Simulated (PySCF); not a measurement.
# MgZn: frontier orbitals

r²SCAN at R = 3.267 Å; Mg def2-SVPD, Zn def2-SVPD; no relativity (PySCF 2.14). State: ¹Σ⁺ (singlet), closed shell. Only the outer orbitals are listed, counted within each symmetry.

| orbital | occ. | ε (eV) | on Mg (%) | main shells (%) |
| --- | --- | --- | --- | --- |
| 9σ | 2 | -10.22 | 1 | 99 Zn d |
| 4π | 2 | -10.18 | 0 | 100 Zn d |
| 4π | 2 | -10.18 | 0 | 100 Zn d |
| 1δ | 2 | -10.16 | 0 | 100 Zn d |
| 1δ | 2 | -10.16 | 0 | 100 Zn d |
| 10σ | 2 | -6.38 | 30 | 70 Zn s, 24 Mg s |
| 11σ | 2 | -4.43 | 73 | 71 Mg s, 21 Zn s |
| 12σ | 0 | -1.68 | 56 | 52 Mg p, 40 Zn p |
| 5π | 0 | -1.65 | 63 | 62 Mg p, 37 Zn p |
| 5π | 0 | -1.65 | 63 | 62 Mg p, 37 Zn p |

Problem. Which are the highest filled and the lowest empty level, where do they sit, and how wide is the gap?

Solution. Highest filled 11σ at -4.43 eV (in %: 71 Mg s, 21 Zn s); lowest empty 12σ at -1.68 eV (in %: 52 Mg p, 40 Zn p); the gap at r²SCAN is 2.75 eV.

```
bond order (Mayer)                               : 0.46
⟨S²⟩                                             : 0.000
charge on Mg (Mulliken, basis-dependent)         : -0.10
charge on Mg (Löwdin, basis-dependent)           : -0.09
dipole moment (positive dipole means Mg(−)Zn(+)) : 0.08 D
```

Closed-shell solutions of metal pairs were not tested for spin polarisation, which can lower them a little.
